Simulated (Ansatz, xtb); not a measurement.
**Relative energy of two isomers of C4H4Cl2O3**

We compare X, `COC(=O)OC=C(Cl)Cl`, a singlet, with Y, `O=COC(=O)CC(Cl)Cl`, a singlet. Both are isolated molecules in the gas phase, relaxed with B3LYP-D3(BJ)/def2-SVP; the shapes shown needn't be the lowest conformers.

X (Å):

```yaml
atoms:
  - { symbol: C, position_ang: [1.1887, -2.8276, 0.4168] }
  - { symbol: C, position_ang: [-0.1364, -0.9328, 0.1202] }
  - { symbol: C, position_ang: [-1.4971, 0.8600, -0.4583] }
  - { symbol: C, position_ang: [-2.2529, 1.5303, -1.3380] }
  - { symbol: Cl, position_ang: [-3.0352, 3.0081, -0.8791] }
  - { symbol: Cl, position_ang: [-2.5049, 0.9917, -2.9601] }
  - { symbol: O, position_ang: [0.3659, -2.0272, -0.4347] }
  - { symbol: O, position_ang: [0.0288, -0.5541, 1.2487] }
  - { symbol: O, position_ang: [-0.8811, -0.3041, -0.8214] }
  - { symbol: H, position_ang: [0.6188, -3.1777, 1.2900] }
  - { symbol: H, position_ang: [2.0586, -2.2530, 0.7676] }
  - { symbol: H, position_ang: [1.5136, -3.6782, -0.1933] }
  - { symbol: H, position_ang: [-1.3395, 1.1998, 0.5655] }
```

Y (Å):

```xyz
13

C     2.1861    0.5706   -2.1922
C     1.7044    0.5214    0.1802
C     0.4841    0.8066    1.0270
C     0.8076    0.7893    2.5102
Cl   -0.7065    0.7685    3.4718
Cl    1.8266    2.2053    2.9369
O     2.6360   -0.5222   -2.3053
O     1.5378    1.0690   -1.0819
O     2.6751   -0.0773    0.5261
H     2.1665    1.3574   -2.9744
H    -0.2505    0.0117    0.8089
H     0.0242    1.7614    0.7381
H     1.3836   -0.1001    2.7854
```

Question: Estimate E(Y) − E(X) at the level CCSD(T)/def2-SVP + ΔMP2/def2-TZVPP.

Answer: Calculated at CCSD(T)/def2-SVP + ΔMP2/def2-TZVPP: E(Y) − E(X) = −0.781 eV, so structure Y lies lower.

The same difference at several levels:

| level | geometry | E(Y) − E(X) (eV) | departure from the last row (eV) | job, with rough time for the two |
| --- | --- | --- | --- | --- |
| B3LYP-D3(BJ)/def2-SVP | B3LYP-D3(BJ)/def2-SVP | −0.726 | +0.056 | optimisation, 86 s |
| HF/def2-SVP | B3LYP-D3(BJ)/def2-SVP | −0.799 | −0.017 | part of the CCSD(T) run |
| MP2/def2-SVP | B3LYP-D3(BJ)/def2-SVP | −0.962 | −0.181 | part of the CCSD(T) run |
| CCSD(T)/def2-SVP | B3LYP-D3(BJ)/def2-SVP | −0.892 | −0.111 | single point |
| CCSD(T)/def2-SVP + ΔMP2/def2-TZVPP | B3LYP-D3(BJ)/def2-SVP | −0.781 |  | single point, 2 min |

As drawn, Y has 1 C=O, 2 C–C in place of 2 C–O, 1 C=C.

None of the levels shown reverses the order. The largest departure from CCSD(T)/def2-SVP + ΔMP2/def2-TZVPP is that of MP2/def2-SVP, 0.181 eV. Levels run at GFN2-xTB geometries aren't shown. The last row adds to CCSD(T) the change of the MP2 difference between the two basis sets, here +0.111 eV.

With thermal terms from frequencies at re-optimised GFN2-xTB minima (ideal gas, soft modes damped towards free rotors, one conformer each, 298.15 K, 1 atm): on the last row, ΔE + ΔZPE = −0.790, ΔH = −0.796, ΔG = −0.779 eV.

The correlated steps freeze 17 core orbitals. Run with Ansatz 0.2.0, xtb 6.7.1; the last row on 4 threads of Arm Neoverse V2 on a shared host.
